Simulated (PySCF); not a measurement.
**Shifts of the heteroatoms**

Molfile (atoms numbered from 1):
```
C5H12O3Si2
     RDKit          3D

 22 22  0  0  0  0  0  0  0  0999 V2000
    3.2331    1.8653   -1.7077 O   0  0  0  0  0  0  0  0  0  0  0  0
    2.2884    2.2270   -1.0699 C   0  0  0  0  0  0  0  0  0  0  0  0
    1.3733    1.4758   -0.4930 O   0  0  0  0  0  0  0  0  0  0  0  0
    1.4841    0.0552   -0.6110 C   0  0  1  0  0  0  0  0  0  0  0  0
    1.1751   -0.7003    0.6848 C   0  0  0  0  0  0  0  0  0  0  0  0
    0.1770   -1.5887   -0.0878 C   0  0  1  0  0  0  0  0  0  0  0  0
   -1.5470   -1.8117    0.6821 Si  0  0  0  0  0  4  0  0  0  0  0  0
   -2.1739   -0.3540    0.9854 O   0  0  0  0  0  0  0  0  0  0  0  0
   -2.4820    1.2363    1.1038 Si  0  0  0  0  0  4  0  0  0  0  0  0
    0.2912   -0.6281   -1.2904 C   0  0  0  0  0  0  0  0  0  0  0  0
    2.0483    3.2864   -0.8688 H   0  0  0  0  0  0  0  0  0  0  0  0
    2.4521   -0.1838   -1.0591 H   0  0  0  0  0  0  0  0  0  0  0  0
    0.6904   -0.0499    1.4105 H   0  0  0  0  0  0  0  0  0  0  0  0
    2.0176   -1.2030    1.1555 H   0  0  0  0  0  0  0  0  0  0  0  0
    0.6298   -2.5513   -0.3259 H   0  0  0  0  0  0  0  0  0  0  0  0
   -2.4510   -2.4613   -0.2644 H   0  0  0  0  0  0  0  0  0  0  0  0
   -1.4419   -2.4869    1.9736 H   0  0  0  0  0  0  0  0  0  0  0  0
   -1.3869    1.9704    0.4736 H   0  0  0  0  0  0  0  0  0  0  0  0
   -2.5732    1.5102    2.5362 H   0  0  0  0  0  0  0  0  0  0  0  0
   -3.7503    1.4415    0.4073 H   0  0  0  0  0  0  0  0  0  0  0  0
    0.4915   -1.0792   -2.2599 H   0  0  0  0  0  0  0  0  0  0  0  0
   -0.5560    0.0497   -1.3756 H   0  0  0  0  0  0  0  0  0  0  0  0
  1  2  2  0
  2  3  1  0
  3  4  1  0
  4  5  1  0
  5  6  1  0
  6  7  1  0
  7  8  1  0
  8  9  1  0
  6 10  1  0
 10  4  1  0
  2 11  1  0
  4 12  1  6
  5 13  1  0
  5 14  1  0
  6 15  1  6
  7 16  1  0
  7 17  1  0
  9 18  1  0
  9 19  1  0
  9 20  1  0
 10 21  1  0
 10 22  1  0
M  END
```

One conformer, in vacuum, non-relativistic Hamiltonian, averaged over atoms made equivalent by symmetry, fast rotation or ring inversion. Structure optimised with GFN2-xTB; shieldings: GIAO PBE0/pcSseg-1; PySCF.

(1) Where does ²⁹Si resonate?

(2) Where does ¹⁷O resonate?

Answers

(1) 
```
atoms                  environment  σ (ppm)  δ (ppm)
  Si7  silicon bonded to C, O, 2 H    376.9    -29.9
  Si9     silicon bonded to O, 3 H    390.9    -41.3
```

Shieldings were converted by a linear fit to measured shifts: ²⁹Si (scatter 8.9 ppm rms, 25.8 ppm with the 6 outliers that the fit left out vs TMS, solution or neat liquid). Occasional misses reach two or three times the rms, and more in compound classes unlike the fitted ones.

On a 500 MHz spectrometer ²⁹Si resonates near 99.3 MHz, so 1 ppm is 99.3 Hz.

(2) 
```
atoms            environment  σ (ppm)  δ (ppm)
   O1  ester carbonyl oxygen    -95.6    353.8
   O3    ester alkoxy oxygen     87.2    187.3
   O8  oxygen bonded to 2 Si    339.7    -42.8
```

Shieldings were converted by a linear fit to measured shifts: ¹⁷O: δ = 266.70 − 0.911σ (rms 10.7 ppm, 155 shifts, 12.2 ppm with the 3 outliers that the fit left out vs liquid water, solution or neat liquid). Occasional misses reach two or three times the rms, and more in compound classes unlike the fitted ones.

On a 600 MHz spectrometer ¹⁷O resonates near 81.3 MHz, so 1 ppm is 81.3 Hz.
